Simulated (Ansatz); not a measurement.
System: CF, net charge 0, doublet state. 
Coordinates optimised at B3LYP-D3(BJ)/def2-TZVP (Ansatz, a first-principles code):
```
C
F 1 1.2755
```
Charge 0, spin multiplicity 2.

Basis-set convergence of Hartree-Fock and CCSD(T) correlation energies (hartree) with Ansatz. Cores are frozen in the correlated levels unless marked. UHF or UKS for open shells. Spin-orbit coupling is left out. Non-relativistic.

| basis | functions | E(HF) | E(corr, CCSD(T)) |
|---|---|---|---|
| aug-cc-pVDZ | 46 | -137.18947 | -0.31472 |
| aug-cc-pVTZ | 92 | -137.22681 | -0.38758 |
| aug-cc-pVQZ | 160 | -137.23610 | -0.41231 |

Extrapolating the two largest sets (X = 3 and 4) as X^-3: E(corr) = (64·(-0.41231) - 27·(-0.38758))/37 = -0.4304 Eh, an estimate of the basis-set limit. The largest set recovers 95.8 % of it, the smallest 73.1 %.
